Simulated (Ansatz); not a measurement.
**One elementary step**

Start structure (BHBrCl3, singlet), relaxed at PBE0-D4/def2-TZVP:

```tsv
atom	x (Å)	y (Å)	z (Å)
B1	-0.4912	1.0032	0.0978
Br2	0.3949	0.6747	1.7610
Cl3	0.3527	1.8225	-1.1715
Cl4	-2.1344	0.5011	-0.1075
H5	1.0885	-1.8056	0.3018
Cl6	0.7896	-2.1959	-0.8815
```

The step: BBrCl₂ ([Cl][B]([Cl])[Br]) + HCl → BCl₃ ([Cl][B]([Cl])[Cl]) + HBr; bonds formed: B1–Cl6, Br2–H5; bonds broken: B1–Br2, H5–Cl6. Ansatz 0.2.0; basis: def2-TZVPP and def2-QZVPP; cores frozen in the correlated methods. Filled d shells of the heavier atoms are correlated. The def2 sets are not built for correlating such inner shells, so the correlated values are less sure here. Extrapolation: Hartree–Fock as exp(−7.88 √X), correlation as X^−2.97. Energies below are by CCSD(T) at an estimated basis limit (MP2 extrapolated from triple and quadruple zeta, plus CCSD(T) − MP2 in triple zeta).

(1) What are the electronic barrier and the energy of the step, from the start structure to the end structure? (To be estimated.)

T1 diagnostic: at most 0.010.

Results:

(1) By the calculation: Barrier 1.051 eV; step energy -0.077 eV (downhill); reverse barrier, their difference, 1.128 eV. Barrier and step energy count from the start structure, the reverse barrier from the end structure.

The saddle point: One imaginary mode of 669i cm⁻¹.
```csv
pair,start (Å),saddle (Å),end (Å)
B1–Cl6,3.58,1.99,1.74
Br2–H5,2.96,1.70,1.42
B1–Br2,1.91,2.20,3.66
H5–Cl6,1.28,1.55,3.37
```

Zero-point energy (harmonic, PBE0-D4): ZPE is 0.400 eV at the start and 0.342 eV at the saddle, so the barrier goes from 1.051 to 0.993 eV.

Labels in which every atom is bracketed show which atoms are joined, not bond orders.

For scale, one of the runs: CCSD(T)/def2-TZVPP, 219 basis functions, launched by `ansatz run in.yaml --threads 8 --pin off --events-out ev --progress --plain --max-ram 19148MiB`. Time: 20 s of wall clock on 8 CPU threads of an AMD EPYC 9R45; the host was shared. Peak host memory: 3.2 GiB.
